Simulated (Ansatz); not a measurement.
Geometry optimisation, DFT r2SCAN-D3(BJ), scalar-relativistic, plane waves, PAW in Ansatz.

Input:

```yaml
accuracy: low
crystal:
  lattice:
    - [6.468088, 0.0, 0.0]
    - [0.0, 6.468088, 0.0]
    - [0.0, 0.0, 6.468088]
  atoms:
    - { symbol: O, position: [0.1524913, 0.2582785, 0.219139] }
    - { symbol: H, position: [0.1165075, 0.3893032, 0.2820778] }
    - { symbol: H, position: [0.1105946, 0.1565652, 0.3207397] }
    - { symbol: O, position: [0.7667349, 0.8928802, 0.3336293] }
    - { symbol: H, position: [0.8122867, 0.9994891, 0.2388496] }
    - { symbol: H, position: [0.7868244, 0.7655957, 0.257349] }
    - { symbol: O, position: [0.6336086, 0.2689056, 0.1314967] }
    - { symbol: H, position: [0.6509943, 0.4089834, 0.081501] }
    - { symbol: H, position: [0.509165, 0.2212447, 0.0631895] }
    - { symbol: O, position: [0.2284282, 0.7175735, 0.9565841] }
    - { symbol: H, position: [0.2366775, 0.8474494, 0.8825042] }
    - { symbol: H, position: [0.2339465, 0.6139017, 0.8486706] }
    - { symbol: O, position: [0.8702567, 0.1442019, 0.6557262] }
    - { symbol: H, position: [1.0073714, 0.0955626, 0.6202664] }
    - { symbol: H, position: [0.7948692, 0.1374094, 0.5265202] }
    - { symbol: O, position: [0.508177, 0.0354767, 0.7021921] }
    - { symbol: H, position: [0.3649217, 0.0786051, 0.6957502] }
    - { symbol: H, position: [0.5310816, -0.0337589, 0.5714043] }
    - { symbol: Mg, position: [0.5646203, 0.5012974, 0.5587546] }
    - { symbol: Cl, position: [0.5804829, 0.7141351, 0.0356813] }
    - { symbol: Cl, position: [0.2543935, 0.8986086, 0.4554462] }
basis:
  ecutwfc: 500.0
kpoints:
  mp_grid: { grid: [1, 1, 1] }
hamiltonian:
  xc: r2scan
  dispersion: d3bj
scf:
  occupations: { method: fermi_dirac, width: 0.05 }
  lower_state_search: "off"
relax:
  f_tol: 0.3
  max_steps: 15
  adjacent_minimum: "off"
```

Launched with:

```bash
$ ansatz run input.yaml --threads 1 --pin off --max-ram 3072MiB --backend cpu --events-out ev --progress --plain --runs-dir out
```

Question: Where does it end, and by what steps?

Answer: It did not converge within its limit. Limits of this set-up: coarse k mesh, low accuracy level. After 14 steps the energy has fallen by 10.396 eV; Cl21 moved furthest, 1.75 Å. Joined: O7–Mg19, O13–Mg19, O16–Mg19, Mg19–Cl20, Mg19–Cl21.

```csv
step,energy less start (eV),largest force component (eV/Å),accepted
0,0.0000,2.318,yes
1,-1.8493,1.651,yes
2,-3.0685,2.242,yes
3,-4.1523,1.999,yes
4,-5.2335,1.879,yes
5,-6.1224,1.301,yes
6,-6.8045,1.034,yes
7,-7.4451,0.999,yes
8,-8.0946,1.110,yes
9,-8.6883,2.072,yes
10,-9.2275,2.088,yes
11,-9.6438,1.883,yes
12,-9.9573,1.527,yes
13,-10.2267,1.323,yes
14,-10.3958,0.998,yes
```

```xyz
21
Lattice="6.4681 0.0000 0.0000 0.0000 6.4681 0.0000 0.0000 0.0000 6.4681" Properties=species:S:1:pos:R:3
O 1.268 1.613 1.156
H 1.110 2.414 1.692
H 0.725 0.926 1.572
O 5.425 5.945 1.862
H 4.791 6.513 1.385
H 5.962 5.495 1.167
O 3.912 1.855 1.665
H 4.194 2.478 0.953
H 2.977 1.670 1.418
O 0.855 5.472 6.049
H 1.748 5.264 6.418
H 0.723 4.736 5.419
O 5.677 1.428 3.736
H 5.895 1.103 4.621
H 5.668 0.612 3.167
O 2.906 0.705 4.281
H 2.076 0.612 4.779
H 2.999 -0.160 3.836
Mg 3.813 2.502 3.660
Cl 4.407 3.609 -0.811
Cl 2.169 4.143 3.016
```

Run time: 3 min on 1 thread of Arm Neoverse V1, with other jobs on the host, peak memory 0.56 GiB.
